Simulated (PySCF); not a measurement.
C₄H₇GaO₄, SMILES CC(=O)[O][GaH][O]C(C)=O at its GFN2-xTB optimised geometry (Å):

```
16

Ga    -0.5394    -0.3368     0.0000
H     -1.4337    -1.5575    -0.0016
O      0.3553    -0.3169     1.8978
C      1.4337    -0.2952     1.2729
C      2.7454    -0.2369     1.9894
O      1.4236    -0.3368     0.0000
H      3.4887     0.2524     1.3660
H      3.0716    -1.2574     2.1857
H      2.6258     0.2786     2.9381
O     -1.1293     1.5336     0.0000
C     -1.0890     1.5575    -1.2733
C     -1.3984     2.8360    -1.9852
O     -0.7856     0.5234    -1.8988
H     -1.5549     2.6445    -3.0426
H     -0.5553     3.5136    -1.8594
H     -2.2744     3.3000    -1.5388
```

Calculation: PBE0/def2-TZVP in PySCF.

Map of the electron localisation function on the plane z = 0.8 Å:

```
|                           |
|                           |
|                           |
|        ....               |
|      .:-==-:.             |
|     .-=***+=:             |
|     :=*###*+:             |
|    .:+*#%##+:             |
|    .:=*###*=.          :-:|
|     :-+*#*+:          -#%%|
|     .:-+++-.    ..   .*@@@|
|       .:::.    .--:  :%@@@|
|         ..  ...-+*=. :%@@@|
|        ..   ...-##+:.:#@@@|
|      ..:... ...=##+:..=#%%|
|    .=++=:.. ...-##+:  .-==|
|   .+%@@#+:.....:+*=.   .. |
|   .#@@@@%+:.   .-=:       |
|   .%@@@@@%=.    ...       |
|   .#@@@@@@*.              |
|    +@@@@@@*.              |
|    .#@@@@@*.              |
|     :*%@%#-               |
|       :--:                |
|                           |
|                           |
|                           |
```
Scale: ten equal steps from 0.000 (start of ' ') to 0.998 (end of '@'), in the order ' .:-=+*#%@'; x runs from -4.00 to 4.00, y from -4.00 (bottom) to 4.00 (top).
